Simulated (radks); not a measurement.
Coulomb parameter of the 4d shell of the niobium ion Nb3+ in the model configuration [Kr] 4d1 5s1, as a second difference U = [E(n + 0.5) + E(n - 0.5) - 2 E(n)] / (0.5)^2 with all orbitals relaxed. "Bare": the charge of the atom changes with n. "Screened": the 5s shell takes up the change at fixed total charge, which measures U(4d,4d) + U(5s,5s) - 2 U(4d,5s). Calculated with a radial shooting solver on a logarithmic mesh with Libxc functionals: Dirac Kohn-Sham, BLYP, spin-unpolarised, spherical densities, finite nucleus; open shells are shared between the two j in proportion to 2j + 1; Fermi nuclear charge, rms radius 4.324 fm.

| case | configuration | E - E(n) (eV) |
|---|---|---|
| start | [Kr] 4d1 5s1 | 0.000 |
| bare +0.5 | [Kr] 4d1.5 5s1 | -15.245 |
| bare -0.5 | [Kr] 4d0.5 5s1 | 18.385 |
| screened +0.5 | [Kr] 4d1.5 5s0.5 | -2.901 |
| screened -0.5 | [Kr] 4d0.5 5s1.5 | 3.292 |

U(bare) = 12.561 eV, U(screened by 5s) = 1.563 eV.
